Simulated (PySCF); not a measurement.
PySCF input for ethylenediamine cation (C2H8N2), SMILES C(CN)N (connectivity only; charge and spin as stated), charge +1, multiplicity 2, PBE/pcH-1. Geometry: PBE0-D3(BJ)/def2-SVP. The spin state was assumed, not searched. Other conformers were not sampled.

```python
import numpy as np
from pyscf import gto, scf, dft
from pyscf.prop.hfc import uks as hfc

mol = gto.M(
    atom='''
    N     0.10733016   -1.87330128   -0.00000000
    C    -0.55124501   -0.67908728    0.00000000
    C     0.55124501    0.67908728   -0.00000000
    N    -0.10733016    1.87330128    0.00000000
    H     0.43600384   -2.29803206    0.86209030
    H     0.43600383   -2.29803206   -0.86209030
    H    -1.13772910   -0.51210472   -0.91228711
    H    -1.13772909   -0.51210472    0.91228712
    H     1.13772910    0.51210472    0.91228711
    H     1.13772909    0.51210472   -0.91228712
    H    -0.43600384    2.29803206   -0.86209030
    H    -0.43600383    2.29803206    0.86209030
    ''',
    basis='pcH-1',
    charge=1,
    spin=1,
    max_memory=1600,
    verbose=3,
)
mf = dft.UKS(mol, xc='pbe').density_fit(auxbasis='def2-universal-jkfit')
mf.grids.level = 3
mf.conv_tol = 1e-10
mf.max_cycle = 100
mf.kernel()
fine, coarse = mf.grids, dft.Grids(mol).set(level=1).build(with_non0tab=True)
for _ in range(3):  # follow internal instabilities
    mf.grids = coarse
    mo, _, stable, _ = mf.stability(return_status=True, nroots=4)
    mf.grids = fine
    if stable:
        break
    mf.kernel(mf.make_rdm1(mo, mf.mo_occ))
A = hfc.HFC(mf).make_fcdip(mf.make_rdm1())  # Fermi contact and dipolar terms, MHz
print('atom   A(iso)/MHz   principal dipolar parts/MHz')
for i, a in enumerate(A):
    w = np.linalg.eigvalsh((a + a.T) / 2)
    print(f'{mol.atom_symbol(i):2s}{i + 1:3d} {w.mean():12.2f}', (w - w.mean()).round(2))
```

Log of the run:

```

WARN: HOMO -0.228213915314525 >= LUMO -0.228213915314518

converged SCF energy = -190.014138936991  <S^2> = 0.75184461  2S+1 = 2.0018438
<class 'pyscf.df.df_jk.DFUKS'> wavefunction is stable in the internal stability analysis
atom   A(iso)/MHz   principal dipolar parts/MHz
N   1         9.99 [-18.16 -18.05  36.22]
C   2        15.14 [-17.29 -13.7   31.  ]
C   3        15.14 [-17.29 -13.7   31.  ]
N   4         9.99 [-18.16 -18.05  36.22]
H   5       -24.40 [-20.98  -4.06  25.04]
H   6       -24.40 [-20.98  -4.06  25.04]
H   7        32.37 [-6.8  -1.46  8.26]
H   8        32.37 [-6.8  -1.46  8.26]
H   9        32.37 [-6.8  -1.46  8.26]
H  10        32.37 [-6.8  -1.46  8.26]
H  11       -24.40 [-20.98  -4.06  25.04]
H  12       -24.40 [-20.98  -4.06  25.04]
```

The calculation finished and met its thresholds.
